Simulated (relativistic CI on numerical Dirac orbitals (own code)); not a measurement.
# The spin-orbit constant of O from its measured fine structure

Problem. The ground term 3P of O (2s2 2p4) has the measured levels J = 0: 227.0, J = 1: 158.3, J = 2: 0.0 cm⁻¹ (NIST Handbook of Basic Atomic Spectroscopic Data (Sansonetti and Martin, J. Phys. Chem. Ref. Data 34, 1559 (2005))). Test the interval rule and estimate ζ(2p).

Working.
1. In LS coupling E(J) − E(J − 1) = AJ. The intervals give A = -68.7 (J = 1), -79.1 (J = 2) cm⁻¹.
2. These values spread by 14 % of their mean, from second-order spin-orbit mixing with other terms and from spin-spin terms.
3. The whole width divided by the sum of the upper J values gives a mean A = -75.7 cm⁻¹.
4. For the Hund term of a shell that is more than half full, A = −ζ/2S with 2S = 2, so ζ = 151 cm⁻¹.

Check. The value calculated from Dirac-Coulomb-Breit radial functions of this configuration is ζ = 145 cm⁻¹, 4 % below the estimate from measurement. The same recipe applied to the calculated levels returns 148 cm⁻¹, which shows the bias of the recipe itself. Where the interval rule fails, the estimate is only rough.
